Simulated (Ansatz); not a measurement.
Reactions of CH$_{2}$BF$_{3}$O, SMILES `OC(F)(F)BF`.

Gas-phase electronic energies from Ansatz, PBE0-D4/def2-TZVP geometries. CCSD(T)/CBS adds triple-zeta CCSD(T) − MP2 to the extrapolated MP2 energy (def2 sets, frozen cores). This one scheme is used for every species, atoms too. For atomizations the MP2-based limit and the directly extrapolated one differ by several kJ/mol either way, and by 10 to 25 for some Ge, Se and Sn compounds, so smaller differences from it don't rank the levels. DFT in def2-TZVPP. B3LYP here is the variant with VWN-RPA as its local correlation; programs differ in this. No spin–orbit coupling; open shells (•) take unrestricted orbitals. Spin–orbit coupling would lower the free atoms: a little for B, C, F, O. For Ge outer-core shells are correlated without core-valence functions, so the limit isn't a true one: a few kJ/mol of doubt a bond, and 10 to 20 or more in all where bonds break to atoms. Scalar relativity is left out up to krypton. One conformer a species, not always the lowest.

| reaction | CCSD(T)/CBS(def2) (kJ/mol) |
| --- | --- |
| `OC(F)(F)BF` → B• + C• + 3 F• + 2 H• + O• | 3250 |
| `OC(F)(F)BF` + CH₃OH → `COC(O)(F)F` + `BF` | -4 |
| `OC(F)(F)BF` + `O[SiH2][CH2][GeH3]` → `O[SiH2]CBF` + `O[C](F)(F)[GeH3]` | 2 |
| `OC(F)(F)BF` → `F[C]F` + `OBF` | 84 |
| `OC(F)(F)BF` → `OC(F)B(F)F` | -177 |
| `OC(F)(F)BF` + `CNC` → `CN(C)BF` + `OC(F)F` | ? |
| `OC(F)(F)BF` + `FC(F)(F)O[SiH3]` → `FBOC(F)(F)F` + `OC(F)(F)[SiH3]` | ? |
| `OC(F)(F)BF` + `[SiH3]B[SiH3]` → `FBB[SiH3]` + `OC(F)(F)[SiH3]` | ? |
| `OC(F)(F)BF` + H–F → `FBF` + `OC(F)F` | -179 |
| `OC(F)(F)BF` + `[SiH3]Cl` → `FB[SiH2]Cl` + `OC(F)F` | 10 |

(1) Fill in the missing values. (Best estimate.)

Largest T1 diagnostic: 0.017, for `F[C]F`.

## Answers

(1) Ansatz gave: `OC(F)(F)BF` + `CNC` → `CN(C)BF` + `OC(F)F`: -170.0 kJ/mol; `OC(F)(F)BF` + `FC(F)(F)O[SiH3]` → `FBOC(F)(F)F` + `OC(F)(F)[SiH3]`: -32.8 kJ/mol; `OC(F)(F)BF` + `[SiH3]B[SiH3]` → `FBB[SiH3]` + `OC(F)(F)[SiH3]`: +13.7 kJ/mol.
